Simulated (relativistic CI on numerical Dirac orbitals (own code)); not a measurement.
Method of calculation: Dirac-Coulomb-Breit CI, KLI orbitals optimised for each configuration, QED by a radiative potential, unscaled Slater integrals (own radial code, finite nucleus).

Configurations in the expansion (outside the closed core [Ar] 3d10): 4s2 4p5, 4s 4p6, 4s2 4p4 4d, 4s 4p5 4d, 4s2 4p4 4f, 4s 4p5 4f, 4p6 4d, 4s 4p4 4d2, 4s2 4p3 4d 4f, 4s2 4p4 5s, 4p6 4f, 4s2 4p4 5p, 4p6 5s, 4s 4p4 4d 5s, 4s 4p5 5s, 4s2 4p4 5d, 4p5 4d 4f, 4s2 4p3 4f 5s, 4s 4p5 5p, 4s 4p4 4f2, 4s2 4p4 5f, 4s2 4p4 5g, 4s2 4p4 6s, 4s 4p5 5d, 4s2 4p4 6p, 4s 4p4 5s2, 4s2 4p4 6d, 4s2 4p3 4d2, 4s2 4p2 4d3, 4s 4p3 4d3, 4s2 4p2 4d2 4f, 4s 4p3 4d2 4f, 4s2 4p2 4d2 5s, 4p5 4d2, 4p4 4d3, 4p4 4d2 4f, 4p4 4d2 5s, 4p5 4d 5s, 4p4 4d 4f 5s, 4p4 4d 5s2, 4s2 4p3 5s2, 4s2 4p2 4d 5s2, 4s 4p3 4d 5s2, 4s2 4p2 4f 5s2, 4s 4p3 4f 5s2. Double excitations out of closed p, d and f shells are left out; levels of such configurations are missing from the list, as are those of other unlisted configurations, and high levels can miss mixing partners. These lack a partner that the ground configuration has and come out too high: 4s2 4p4 5p, 4s 4p5 5s, 4s2 4p4 5d, 4s 4p5 5p, 4s2 4p4 5f.

At this charge energies of transitions that change n are usually good to better than 1 %, and those within a shell (Δn = 0) to a few per cent.

Outline of the computed level scheme of I XIX. Lowest level of each configuration: 4s2 4p5 2P°_3/2 at 0.000 eV; 4s 4p6 2S_1/2 at 62.189 eV; 4s2 4p4 4d 4D_3/2 at 76.474 eV; 4s 4p5 4d 4P°_1/2 at 136.961 eV.

Some strong electric-dipole decays among the lowest 45 levels: 4s2 4p4 4d 2D_5/2 → 4s2 4p5 2P°_3/2 (6.5e+11 s⁻¹); 4s2 4p4 4d 2D_3/2 → 4s2 4p5 2P°_1/2 (6.0e+11 s⁻¹); 4s2 4p4 4d 2S_1/2 → 4s2 4p5 2P°_3/2 (5.4e+11 s⁻¹); 4s2 4p4 4d 2P_1/2 → 4s2 4p5 2P°_1/2 (4.4e+11 s⁻¹); 4s2 4p4 4d 2P_3/2 → 4s2 4p5 2P°_3/2 (4.4e+11 s⁻¹); 4s2 4p4 4d 2D_3/2 → 4s2 4p5 2P°_3/2 (1.1e+11 s⁻¹); 4s2 4p4 4d 2P_1/2 → 4s2 4p5 2P°_3/2 (4.1e+10 s⁻¹); 4s2 4p4 4d 2D_3/2 → 4s2 4p5 2P°_1/2 (3.5e+10 s⁻¹).

LS names give the leading component of a level, which can be under half, so a name can repeat, a term be missing and a line seem to break the LS rules.
